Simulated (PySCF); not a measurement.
# Electric properties by functional and basis

CH7GeNSi2.
SMILES: `[Si@H]([SiH3])(C#N)[GeH3]`

PySCF, dipoles from the SCF density, polarisabilities from static response with core orbitals frozen. Geometry: PBE0-D3(BJ)/def2-SVP; no solvent, vibrations or thermal averaging. The LDA/def2-SVPD calculation is non-relativistic and has no spin–orbit coupling, an omission that weighs most on germanium.

The anisotropy is √(½[(α1 − α2)² + (α2 − α3)² + (α3 − α1)²]).

| level | μ (D) | α (Å³) | anisotropy (Å³) |
| --- | --- | --- | --- |
| LDA/def2-SVPD | 3.927 | 17.22 | 4.88 |
| PBE/def2-SVPD | 3.772 | 16.82 | 4.73 |
| B3LYP/def2-SVPD | 3.842 | 16.30 | 4.36 |
| PBE0/def2-SVPD | 3.844 | 16.20 | 4.33 |
| BHandHLYP/def2-SVPD | 3.918 | 15.68 | 3.97 |
| CAM-B3LYP/def2-SVPD | 3.885 | 16.00 | 4.09 |
| wB97X-D/def2-SVPD | 3.862 | 16.03 | 4.11 |
| LC-wPBE/def2-SVPD | 3.859 | 15.61 | 3.88 |
| HF/def2-SVPD | 3.958 | 15.00 | 3.49 |
| PBE0/6-31G* | 3.674 | 13.73 | 4.17 |
| PBE0/def2-SVP | 3.601 | 14.55 | 3.87 |
| PBE0/aug-cc-pVDZ | 3.883 | 16.46 | 4.39 |
| PBE0/def2-TZVP | 3.804 | 15.78 | 4.32 |
| PBE0/def2-TZVPD | 3.843 | 16.39 | 4.40 |

The dipole runs from 3.60 D (PBE0/def2-SVP) to 3.96 D (HF/def2-SVPD). No reference polarisability is at hand; against PBE0 in the largest diffuse basis at hand (def2-TZVPD) the other PBE0 rows deviate by 6-31G* -16%, def2-SVP -11%, def2-SVPD -1%, aug-cc-pVDZ 0%, def2-TZVP -4%. In one basis (def2-SVPD) the functionals order the polarisability from HF (lowest) to LDA (highest), a spread of 15%. With PBE0 the polarisability is 14.69 Å³ without diffuse functions (mean of 6-31G*, def2-SVP and def2-TZVP) and 16.35 Å³ with them (mean of def2-SVPD, aug-cc-pVDZ and def2-TZVPD).
